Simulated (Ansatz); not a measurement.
Reaction (redistribution): `F[CH]([SiH3])[AlH][SiH3]` + `[SiH3][SiH2]S` → `[SiH3][AlH][SH]` + `FC([SiH3])[SiH2][SiH3]`

Calculated with Ansatz (gas phase, PBE0-D4/def2-TZVP geometries, no zero-point term in ΔE). CCSD(T)/CBS is the MP2 limit (def2-TZVPP, def2-QZVPP) plus CCSD(T) − MP2 in def2-TZVPP, frozen cores. Functionals use def2-TZVPP. Each species was taken in one conformer, which may not be the lowest.

`F[CH]([SiH3])[AlH][SiH3]`:

```xyz
13

F    -2.078    1.048    1.588
C    -0.833    0.785    0.981
Si   -0.696    1.762   -0.631
Al   -0.530   -1.153    0.711
Si    1.595   -1.769   -0.359
H    -0.048    1.174    1.649
H    -0.977    3.207   -0.428
H     0.693    1.581   -1.138
H    -1.643    1.224   -1.644
H    -1.661   -2.185    1.119
H     2.037   -3.154   -0.032
H     2.692   -0.835    0.027
H     1.449   -1.683   -1.842
```

`[SiH3][SiH2]S`:

Cartesian coordinates in Å:
```
Si 1.238 0.934 -0.023
Si -0.375 -0.754 -0.151
S -2.188 0.093 0.616
H 0.814 2.107 -0.831
H 2.532 0.423 -0.549
H 1.421 1.356 1.391
H -0.555 -1.202 -1.559
H 0.038 -1.936 0.653
H -2.925 -1.019 0.454
```

`[SiH3][AlH][SH]`:

Z-matrix (Å, degrees):
```
Si
Al 1 2.447
H 1 1.491 2 110.7
H 1 1.489 2 111.9 3 120.5
H 1 1.491 2 110.9 3 -118.9
S 2 2.185 1 116.7 3 -117.9
H 2 1.585 1 125.6 3 61.9
H 6 1.344 2 94.3 1 179.7
```

`FC([SiH3])[SiH2][SiH3]`:

Z-matrix (Å, degrees):
```
C
Si 1 1.894
Si 1 1.903 2 115.4
F 1 1.408 2 108.8 3 122.4
H 1 1.098 2 108.5 3 -121.3
H 2 1.485 1 109.8 3 -59.4
H 2 1.485 1 110.0 3 180.0
H 2 1.487 1 108.1 3 60.1
Si 3 2.341 1 111.8 2 63.1
H 3 1.489 1 109.0 2 -175.1
H 3 1.490 1 107.2 2 -57.9
H 9 1.486 3 110.5 1 55.3
H 9 1.487 3 110.6 1 -65.5
H 9 1.488 3 109.1 1 175.1
```

Task: Is it downhill or uphill in electronic energy at CCSD(T)/CBS, and by how much? (Estimate.)

Result: The calculation gave: Downhill: ΔE = -65.3 kJ/mol.

Task: What do these levels give: r2SCAN-D4, ωB97X-V, r2SCAN, MP2/def2-QZVPP, HF/CBS(def2), CCSD/CBS(def2)? (Estimate.)

Result: The calculation gave: r2SCAN-D4 -64.8, ωB97X-V -64.7, r2SCAN -64.5, MP2/def2-QZVPP -65.4, HF/CBS(def2) -67.2, CCSD/CBS(def2) -65.2 kJ/mol.

Largest T1 diagnostic among the species: 0.013.
